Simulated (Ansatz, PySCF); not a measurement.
Process, species as SMILES: C[C](C)CN → CC(C)[CH]N
Structures are relaxed separately at B3LYP-D3(BJ)/def2-TZVP in Ansatz (a program for electronic structure), one conformer each, not searched for the lowest. Frequencies are from Ansatz or PySCF.

Property: isomerisation energy (0 K, with B3LYP-D3(BJ) harmonic zero-point energies), in eV. Valence correlation only, unless marked. Open shells are spin-unrestricted. No spin-orbit coupling. Non-relativistic unless marked X2C. CBS(X,Y): correlation extrapolated as X^-3; Hartree-Fock from the larger set.

```csv
level,program,isomerisation energy (eV),minus last row
PBE-D3(BJ)/def2-TZVPD,Ansatz + dftd3,-0.17,0.01
PBE0-D3(BJ)/def2-TZVP,Ansatz + dftd3,-0.16,0.02
CAM-B3LYP-D4/def2-TZVPD,Ansatz + dftd4,-0.18,0.00
LC-wPBE-D4/def2-TZVPD,Ansatz + dftd4,-0.17,0.01
B2PLYP/def2-TZVPD,Ansatz,-0.18,0.00
MP2/6-31G,Ansatz,-0.21,-0.03
CCSD/cc-pVTZ,Ansatz,-0.17,0.01
X2C-CCSD(T)/cc-pVTZ-DK,Ansatz,-0.18,0.00
CCSD(T) with core electrons/cc-pwCVTZ,Ansatz,-0.18,0.00
"CCSD(T)/CBS(cc-pVTZ,cc-pVQZ)",Ansatz,-0.18,0.00
```
